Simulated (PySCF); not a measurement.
Several molecules and their computed UV-vis stick spectra, shuffled. Theory: PySCF 2.14.0, density-fitted response routines, TDDFT CAM-B3LYP/def2-SVPD, vertical, gas phase, core orbitals frozen in the response. Geometries: GFN2-xTB; one conformer of each isolated species. Triplets are in the Tamm–Dancoff approximation.

A. `[SiH4]`
B. `C=Cc1cccs1`
C. `CCC1=C[C@@H](F)[SiH2]1`
D. `[SiH3]c1cpccn1`
E. `CC1=C[Si@H](F)CC1`

Lowest singlet levels (six at most, fewer where fewer were computed) with oscillator strengths:

1. 199 nm (f 0.033); 188 nm (f 0.004); 186 nm (f 0.002); 180 nm (f 0.079); 169 nm (f 0.118); 166 nm (f 0.042); T1 4.38 eV
2. 319 nm (f 0.009); 270 nm (f 0.000); 252 nm (f 0.027); 234 nm (f 0.009); 229 nm (f 0.070); 214 nm (f 0.000); T1 3.25 eV
3. 269 nm (f 0.272); 229 nm (f 0.101); 211 nm (f 0.000); 200 nm (f 0.007); 191 nm (f 0.000); 184 nm (f 0.000); T1 2.84 eV
4. 190 nm (f 0.191); 182 nm (f 0.053); 174 nm (f 0.053); 165 nm (f 0.022); 162 nm (f 0.002); 154 nm (f 0.032); T1 4.32 eV
5. 132 nm (f 0.443 summed over 3 states); 132 nm (f 0.000 summed over 3 states) [of 8 roots; the last level is left out, as the window may have cut its degenerate partner]; T1 8.73 eV

Question: Match each spectrum to its molecule.

Answer: 1 = C, 2 = D, 3 = B, 4 = E, 5 = A.
- A: S1 at 9.40 eV, HOMO-2/HOMO-1/HOMO→LUMO (98%); Löwdin shares by element: HOMO (one of a set within 0.03 eV) hydrogen 45% or more, silicon 44%; LUMO silicon 71%, hydrogen 22% or more; HOMO -11.34 and LUMO 1.13 eV; point group Td, 3 of its 6 listed states under f = 0.0005.
- B: S1 at 4.61 eV, HOMO→LUMO (95%); Löwdin shares by element: HOMO carbon 67% or more (atoms not listed hold the other 33%); LUMO carbon 44% or more, sulfur 14% (atoms not listed hold the other 42%); HOMO -7.48 and LUMO -0.25 eV; point group Cs, 3 of its 6 listed states under f = 0.0005.
- C: S1 at 6.23 eV, HOMO→LUMO (57%), HOMO-1→LUMO (23%); Löwdin shares by element: HOMO carbon 61% or more, silicon 10% (atoms not listed hold the other 29%); LUMO carbon 54% or more, silicon 14% (atoms not listed hold the other 32%); HOMO -8.93 and LUMO 0.74 eV.
- D: S1 at 3.89 eV, HOMO→LUMO (98%); Löwdin shares by element: HOMO nitrogen 38%, carbon 22% or more, phosphorus 15% (atoms not listed hold the other 25%); LUMO phosphorus 37%, carbon 29% or more, nitrogen 16% (atoms not listed hold the other 18%); HOMO -8.59 and LUMO -1.12 eV; point group Cs, 2 of its 6 listed states under f = 0.0005.
- E: S1 at 6.54 eV, HOMO→LUMO (87%), HOMO-1→LUMO (8%); Löwdin shares by element: HOMO carbon 72% or more, silicon 6% (atoms not listed hold the other 22%); LUMO carbon 45% or more, silicon 16%, hydrogen 5% or more (atoms not listed hold the other 33%); HOMO -8.79 and LUMO 0.75 eV.

A slash joins orbitals within 0.01 eV of each other, whose weights are summed (≥ marks a lower bound).
